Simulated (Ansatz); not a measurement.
Reaction (redistribution): `C[O][V](=[O])([OH])[OH]` + `[NH2][Cd][NH2]` → `[NH2][V](=[O])([OH])[OH]` + `C[O][Cd][NH2]`

Program: Ansatz. Geometries: PBE0-D4/def2-TZVP. ΔE: electronic, gas phase. CBS: MP2 limit from def2 TZ/QZ plus the TZ coupled-cluster correction, frozen cores. Functionals use def2-TZVPP. B3LYP here is the variant with VWN-RPA as its local correlation; programs differ in this. def2 core potentials past Kr. For Cd, V outer-core shells are correlated without core-valence functions, which leaves a few kJ/mol of doubt a bond. Scalar relativity is left out up to krypton. One conformer a species, not always the lowest.

(1) Is it downhill or uphill in electronic energy at CCSD(T)/CBS, and by how much? (Estimate.)

(2) What do these levels give: B3LYP-D4, B2PLYP, r2SCAN, PBE0, B3LYP, CCSD(T)/def2-SVP? (Best estimate.)

Largest T1 diagnostic among the species: 0.033, so the coupled-cluster value is less sure than usual.

Results:

(1) Ansatz gave: Uphill: ΔE = +14.9 kcal/mol.

(2) The calculation gave: B3LYP-D4 14.3, B2PLYP 15.1, r2SCAN 15.3, PBE0 14.6, B3LYP 14.5, CCSD(T)/def2-SVP 17.2 kcal/mol.

Leaving LDA and LC-ωPBE aside and taking each functional with its dispersion term where it has one, the values, not all of them listed here, spread over 1.4 kcal/mol, from BHLYP-D4 to r2SCAN-D4. LDA lies +1.5 kcal/mol from PBE without D4. In def2-TZVPP, CCSD(T) changes the Hartree–Fock value by +2.3 kcal/mol (the triples alone add +0.8 kcal/mol) and MP2 by +3.5 kcal/mol.
